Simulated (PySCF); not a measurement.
PySCF input (B3PW91/6-31G* (5d)):

```python
from pyscf import gto, dft

mol = gto.M(
    atom='''
    Si   -0.08497619   -0.52288476    0.02360404
    O    -0.03550231    1.04350028   -0.04212334
    H     1.47368503   -1.02761551    0.00653007
    ''',
    basis='6-31g*',
    charge=-1,
    spin=0,
    verbose=4,
)

mf = dft.RKS(mol, xc='b3pw91')
mf.grids.level = 3
mf.conv_tol = 1e-9
mf.max_cycle = 100
mf.max_memory = 1500
mf.kernel()
if not mf.converged:
    mf = mf.newton()
    mf.kernel(mf.make_rdm1())
mf.dip_moment()
```

Problem. What final total energy does it give?

Solution. -365.22885 Eh.
